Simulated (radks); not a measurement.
Problem. Ni15+, configuration [Ne] 3s2 3p1 (the NIST ground configuration). All-electron calculation, scalar-relativistic Kohn-Sham, r2SCAN, spin-polarised, spherical densities, finite nucleus; open shells are filled with parallel spins first; meta-GGA in the generalised Kohn-Sham scheme; Fermi nuclear charge, rms radius 3.7757 fm. Program: a radial shooting solver on a logarithmic mesh with Libxc functionals. Some entries of the table are withheld. Estimate them.

orbital  occ.  eigenvalue (eV)  <r^2> (bohr^2)  r(max) (bohr)
1s up       1        -8755.367        0.003935        0.03540
1s down     1        -8754.042        0.003934        0.03540
2s up       1        -1488.636         0.06881         0.2033
2s down     1        -1487.919         0.06870         0.2034
2p up       3        -1352.273             (1)         0.1638
2p down     3        -1350.884             (2)         0.1640
3s up       1              (3)          0.4440         0.5829
3s down     1              (4)          0.4467         0.5831
3p up       1        -479.1415          0.4394         0.5715
3p down     0        -473.2706          0.4420         0.5715

Solution. 
(1) 2p up <r^2> (bohr^2): 0.05506
(2) 2p down <r^2> (bohr^2): 0.05502
(3) 3s up eigenvalue (eV): -522.2681
(4) 3s down eigenvalue (eV): -516.1413
